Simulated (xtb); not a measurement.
C6H16N2, charge -1, doublet, at the geometry of the source list (a state made from the parent by changing its charge; the spin is typed, not shown lowest); GFN1-xTB with ALPB(acetone) (xtb).

xtb was given this input:
```
$ xtb mol.xyz --gfn 1 --chrg -1 --uhf 1 --alpb acetone --json

# file mol.xyz
24

C      2.41240000    -1.09460000     0.97750000
N      1.34980000    -0.27300000     0.44100000
C      1.86760000     0.93370000    -0.16730000
C      0.51700000    -1.04020000    -0.46510000
C     -0.68000000    -0.25830000    -1.01810000
N     -1.30650000     0.61790000    -0.04710000
C     -1.76190000    -0.09170000     1.12920000
C     -2.37730000     1.37450000    -0.65780000
H      2.98100000    -0.51240000     1.70130000
H      1.98200000    -1.95600000     1.48840000
H      3.10470000    -1.46230000     0.20110000
H      1.03490000     1.59190000    -0.39930000
H      2.44490000     0.73210000    -1.08520000
H      2.51830000     1.43740000     0.54630000
H      0.15820000    -1.91350000     0.08710000
H      1.09680000    -1.41460000    -1.33220000
H     -0.35230000     0.36710000    -1.85340000
H     -1.39960000    -0.99750000    -1.42300000
H     -0.89800000    -0.50100000     1.64530000
H     -2.26120000     0.61180000     1.79430000
H     -2.46660000    -0.90510000     0.88770000
H     -3.19590000     0.73580000    -1.03100000
H     -1.98270000     1.94980000    -1.49550000
H     -2.78580000     2.06820000     0.07570000
```

The log (banner, timings and long lists left out):

```
   ID    Z sym.   atoms
    1    6 C      1, 3-5, 7, 8
    2    7 N      2, 6
    3    1 H      9-24

           -------------------------------------------------
          |                Calculation Setup                |
           -------------------------------------------------

           -------------------------------------------------
          |                 G F N 1 - x T B                 |
           -------------------------------------------------

      * Solvation model:               ALPB
        Solvent                        acetone
        Parameter file                 internal GFN1-xTB/ALPB
        Dielectric constant                2.0700E+01
        Reference state                gsolv [1 M gas/solution]
        Free energy shift                  1.3295E-02 Eh       8.3427E+00 kcal/mol
        Temperature                        2.9815E+02 K
        Density                            7.9000E-01 kg/L
        Solvent mass                       5.8080E+01 g/mol
        Interaction kernel             P16
        Born radius scaling (c1)           2.0185E+00
        Born radii integrator          GBOBC
        Born offset                        0.0000E+00 a0       0.0000E+00 AA
        H-bond correction              true
        Ion screening                  false
        Surface tension                    1.0000E-05 Eh       1.5569E+01 dyn/cm
        Grid points                               230 per atom

          ...................................................
          :                      SETUP                      :
          :.................................................:
          :  # basis functions                  64          :
          :  # atomic orbitals                  64          :
          :  # shells                           48          :
          :  # electrons                        51          :
          :  # halogen bonds                     0          :
          :  max. iterations                   250          :
          :  Hamiltonian                  GFN1-xTB          :
          :  restarted?                      false          :
          :  GBSA solvation                   true          :
          :  PC potential                    false          :
          :  electronic temp.          300.0000000     K    :
          :  accuracy                    1.0000000          :
          :  -> integral cutoff          0.2500000E+02      :
          :  -> integral neglect         0.1000000E-07      :
          :  -> SCF convergence          0.1000000E-05 Eh   :
          :  -> wf. convergence          0.2000000E-04 e    :
          :  Broyden damping             0.4000000          :
          :  net charge                         -1          :
          :  unpaired electrons                  1          :
          ...................................................

 iter      E             dE          RMSdq      gap      omega  full diag
   1    -28.0491969 -0.280492E+02  0.732E+00    0.31       0.0  T
   2    -28.1134110 -0.642141E-01  0.445E+00    0.18       1.0  T
   3    -28.1052657  0.814527E-02  0.964E-01    0.25       1.0  T
   4    -28.1075314 -0.226570E-02  0.498E-01    0.11       1.0  T
   5    -28.1196419 -0.121105E-01  0.145E-01    0.23       1.0  T
   6    -28.1201425 -0.500584E-03  0.655E-02    0.20       1.0  T
   7    -28.1202053 -0.628353E-04  0.350E-02    0.19       1.0  T
   8    -28.1201510  0.543319E-04  0.360E-02    0.18       1.0  T
   9    -28.1202269 -0.759136E-04  0.106E-02    0.18       1.9  T
  10    -28.1202288 -0.193543E-05  0.408E-03    0.18       5.0  T
  11    -28.1202293 -0.514332E-06  0.125E-03    0.18      16.3  T
  12    -28.1202294 -0.678980E-07  0.242E-04    0.18      84.2  T
  13    -28.1202294 -0.208578E-08  0.892E-05    0.18     228.9  T
  14    -28.1202294 -0.254794E-09  0.338E-05    0.18     604.1  T

   *** convergence criteria satisfied after 14 iterations ***

         :::::::::::::::::::::::::::::::::::::::::::::::::::::
         ::                     SUMMARY                     ::
         :::::::::::::::::::::::::::::::::::::::::::::::::::::
         :: total energy             -27.800235135454 Eh    ::
         :: total w/o Gsasa/hb       -27.793852301167 Eh    ::
         :: gradient norm              0.031834246365 Eh/a0 ::
         :: HOMO-LUMO gap              0.178702697179 eV    ::
         ::.................................................::
         :: SCC energy               -28.120229410244 Eh    ::
         :: -> electrostatic           0.113948021781 Eh    ::
         :: -> Gsolv                  -0.078587035593 Eh    ::
         ::    -> Gelec               -0.072204201305 Eh    ::
         ::    -> Gsasa               -0.019584214582 Eh    ::
         ::    -> Ghb                 -0.000093570382 Eh    ::
         ::    -> Gshift               0.013294950677 Eh    ::
         :: repulsion energy           0.330425050862 Eh    ::
         :: dispersion energy         -0.010430776072 Eh    ::
         :: halogen bond corr.         0.000000000000 Eh    ::
         :: add. restraining           0.000000000000 Eh    ::
         :: total charge              -1.000000000000 e     ::
         :::::::::::::::::::::::::::::::::::::::::::::::::::::

           -------------------------------------------------
          |                Property Printout                |
           -------------------------------------------------

    * Orbital Energies and Occupations

         #    Occupation            Energy/Eh            Energy/eV
      -------------------------------------------------------------
         1        2.0000           -0.7101149             -19.3232
       ...           ...                  ...                  ...
        14        2.0000           -0.4845714             -13.1859
        15        2.0000           -0.4732769             -12.8785
        16        2.0000           -0.4678698             -12.7314
        17        2.0000           -0.4620510             -12.5730
        18        2.0000           -0.4616029             -12.5609
        19        2.0000           -0.4463443             -12.1456
        20        2.0000           -0.4404179             -11.9844
        21        2.0000           -0.4351686             -11.8415
        22        2.0000           -0.4280936             -11.6490
        23        2.0000           -0.4202332             -11.4351
        24        2.0000           -0.3395402              -9.2394
        25        2.0000           -0.3390437              -9.2258
        26        0.9590           -0.0904038              -2.4600 (HOMO)
        27        0.0228           -0.0838366              -2.2813 (LUMO)
        28        0.0182           -0.0836190              -2.2754
        29        0.0000           -0.0773110              -2.1037
        30                         -0.0697709              -1.8986
        31                         -0.0608785              -1.6566
        32                         -0.0435138              -1.1841
        33                         -0.0406243              -1.1054
        34                         -0.0315544              -0.8586
        35                         -0.0184596              -0.5023
        36                         -0.0116284              -0.3164
        37                         -0.0086864              -0.2364
       ...                                ...                  ...
        64                          0.5206288              14.1670
      -------------------------------------------------------------
                  HL-Gap            0.0065672 Eh            0.1787 eV
             Fermi-level           -0.1510661 Eh           -4.1107 eV

  Mulliken/CM5 charges         n(s)   n(p)   n(d)
     1C     0.08616 -0.00274   0.986  2.928  0.000
     2N    -0.34569 -0.62997   1.483  3.863  0.000
     3C     0.08791 -0.00021   0.983  2.929  0.000
     4C     0.10103  0.05664   1.010  2.889  0.000
     5C     0.10104  0.05665   1.010  2.889  0.000
     6N    -0.34569 -0.62995   1.483  3.863  0.000
     7C     0.08789 -0.00024   0.984  2.929  0.000
     8C     0.08614 -0.00275   0.986  2.928  0.000
     9H    -0.03078  0.03159   1.031  0.000  0.000
    10H    -0.08550 -0.02336   1.086  0.000  0.000
    11H    -0.04849  0.01089   1.048  0.000  0.000
    12H    -0.06772  0.00029   1.068  0.000  0.000
    13H    -0.06094 -0.00114   1.061  0.000  0.000
    14H    -0.04918  0.01347   1.049  0.000  0.000
    15H    -0.06445  0.00369   1.064  0.000  0.000
    16H    -0.02235  0.04082   1.022  0.000  0.000
    17H    -0.06444  0.00371   1.064  0.000  0.000
    18H    -0.02235  0.04082   1.022  0.000  0.000
    19H    -0.06770  0.00032   1.068  0.000  0.000
    20H    -0.04918  0.01346   1.049  0.000  0.000
    21H    -0.06094 -0.00114   1.061  0.000  0.000
    22H    -0.04849  0.01089   1.048  0.000  0.000
    23H    -0.08549 -0.02334   1.085  0.000  0.000
    24H    -0.03077  0.03160   1.031  0.000  0.000

Wiberg/Mayer (AO) data.
largest (>0.10) Wiberg bond orders for each atom

 ---------------------------------------------------------------------------
     #   Z sym  total        # sym  WBO       # sym  WBO       # sym  WBO
 ---------------------------------------------------------------------------
     1   6 C    3.968 --     2 N    0.984     9 H    0.980    10 H    0.975
                            11 H    0.971
     2   7 N    3.047 --     3 C    0.985     1 C    0.984     4 C    0.979
     3   6 C    3.975 --     2 N    0.985    14 H    0.979    12 H    0.972
                            13 H    0.969
     4   6 C    3.977 --     5 C    0.990     2 N    0.979    16 H    0.969
                            15 H    0.967
     5   6 C    3.977 --     4 C    0.990     6 N    0.979    18 H    0.969
                            17 H    0.967
     6   7 N    3.047 --     7 C    0.985     8 C    0.984     5 C    0.979
     7   6 C    3.975 --     6 N    0.985    20 H    0.979    19 H    0.972
                            21 H    0.969
     8   6 C    3.968 --     6 N    0.984    24 H    0.980    23 H    0.975
                            22 H    0.971
     9   1 H    1.040 --     1 C    0.980
    10   1 H    1.146 --     1 C    0.975
    11   1 H    1.049 --     1 C    0.971
    12   1 H    1.164 --     3 C    0.972
    13   1 H    1.075 --     3 C    0.969
    14   1 H    1.081 --     3 C    0.979
    15   1 H    1.148 --     4 C    0.967
    16   1 H    1.015 --     4 C    0.969
    17   1 H    1.148 --     5 C    0.967
    18   1 H    1.015 --     5 C    0.969
    19   1 H    1.164 --     7 C    0.972
    20   1 H    1.081 --     7 C    0.979
    21   1 H    1.075 --     7 C    0.969
    22   1 H    1.049 --     8 C    0.971
    23   1 H    1.146 --     8 C    0.975
    24   1 H    1.040 --     8 C    0.980
 ---------------------------------------------------------------------------

Topologies differ in total number of bonds
Writing topology from bond orders to xtbtopo.mol

 dipole moment from electron density (au)
     X       Y       Z
  -0.0742  -0.5905  -0.6746  total (Debye):    2.287

           -------------------------------------------------
          | TOTAL ENERGY              -27.800235135454 Eh   |
          | GRADIENT NORM               0.031834246365 Eh/α |
          | HOMO-LUMO GAP               0.178702697179 eV   |
           -------------------------------------------------

normal termination of xtb
```
